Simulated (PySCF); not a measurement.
## CsBe: from constants to spectrum

B2PLYP constants of CsBe, ²Σ⁺ (doublet), unpaired electrons σ ↑ (Cs def2-SVPD with ECP46, Be def2-SVPD; scalar-relativistic core potentials (PySCF 2.14); masses 132.9054 and 9.0122 u):

```
ωe              : 96.9 cm⁻¹
ωexe            : 3.12 cm⁻¹
Be              : 0.12451 cm⁻¹
αe              : 0.00364 cm⁻¹
D (centrifugal) : 8.22e-07 cm⁻¹
De to Cs + Be   : 0.095 eV
```

(1) Give the vibrational terms G(v) and spacings up to v = 3.

(2) How well does the Morse estimate ωe²/(4ωexe) reproduce De, and what is D0?

Correlated steps freeze no core orbitals. The bond is weak. Basis-set superposition, not corrected here, can be much of De in a small basis, most of all at correlated wavefunction levels. Functionals without a dispersion term scatter widely for such bonds, and LDA overbinds them. Spin–orbit coupling is left out. B2PLYP dipoles, levels and charges come from its SCF part alone. The state was picked by a PBE0 search and need not be the measured ground state.

Results:

(1) G(v) = ωe(v+½) − ωexe(v+½)².

| v | G(v) (cm⁻¹) | G(v) − G(v−1) | Bv (cm⁻¹) |
| --- | --- | --- | --- |
| 0 | 48 |  | 0.1227 |
| 1 | 138 | 91 | 0.1190 |
| 2 | 223 | 84 | 0.1154 |
| 3 | 301 | 78 | 0.1118 |

(2) It gives 0.093 eV, 98 % of the computed De. D0 = De − G(0) = 0.095 − 0.006 = 0.089 eV.
